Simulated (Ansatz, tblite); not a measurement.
Cost and result up the ladder for SbH2(SiH3) (SiSbH₅) (7 atoms). Total charge 0; singlet. Geometry: r2SCAN-D4/def2-TZVP.

```xyz
7

Sb   -0.4037    0.8867   -1.4117
H     0.6157   -0.2581   -2.1695
H    -1.7228   -0.1984   -1.4802
Si    0.2719    0.0008    0.9139
H     0.1156   -1.4685    1.0524
H    -0.5680    0.6740    1.9374
H     1.6913    0.3635    1.1578
```

Ansatz on 4 threads of Intel Xeon on a shared host; xTB runs through tblite on one thread. Times are rough, summed over both states, and most runs start from the orbitals of an earlier one. CCSD(T)/def2-TZVPP serves as the yardstick here, not as an exact answer. The other state is a doublet.

In the def2 sets Sb takes a core potential; there is no spin–orbit coupling. The xTB rows come from tblite. Correlated methods freeze 9 core orbitals; core or outer-core shells of Sb are correlated, in sets that lack core-valence functions.

Raw xTB energies of ions are shifted by several eV.

```csv
level,functions,wall time
GFN2-xTB,23,0.012 s
GFN1-xTB,28,0.016 s
PBE-D4/def2-TZVP,117,2.9 s
r2SCAN-D4/def2-TZVP,117,4.1 s
PBE0-D4/def2-TZVP,117,4.2 s
CCSD(T)/def2-TZVPP,162,84 s
```

(1) Estimate what each level gives for the vertical IE (eV).

Answers

(1) 
```csv
level,vertical IE (eV),difference from CCSD(T)/def2-TZVPP (eV)
GFN2-xTB,12.42,3.12
GFN1-xTB,13.73,4.42
PBE-D4/def2-TZVP,9.23,-0.07
r2SCAN-D4/def2-TZVP,9.26,-0.04
PBE0-D4/def2-TZVP,9.29,-0.02
CCSD(T)/def2-TZVPP,9.30,0.00
```
